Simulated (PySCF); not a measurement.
C₃H₄ClFSi, SMILES FC1=C(C[SiH2]1)Cl.

Coordinates come from a ωB97X-D3(BJ)/def2-SVP optimisation. This is a generated structure with no PubChem entry under its InChIKey; it may be hypothetical.

Calculation: PBE/def2-TZVP run with PySCF.

Symmetry labels are those of the subgroup Cs that the program uses (full group Cs).

### Question
List the valence orbital energies around the gap with their symmetry. (The exact figures need the calculation; the answer reports its results.)

### Answer

| orbital | symmetry | energy (eV) |
|---|---|---|
| HOMO−7 | A" | -10.78 |
| HOMO−6 | A' | -10.14 |
| HOMO−5 | A" | -8.75 |
| HOMO−4 | A" | -8.58 |
| HOMO−3 | A' | -8.29 |
| HOMO−2 | A' | -7.81 |
| HOMO−1 | A' | -7.29 |
| HOMO | A" | -6.14 |
| LUMO | A" | -1.27 |
| LUMO+1 | A' | -0.97 |
| LUMO+2 | A' | -0.37 |
| LUMO+3 | A' | 0.14 |
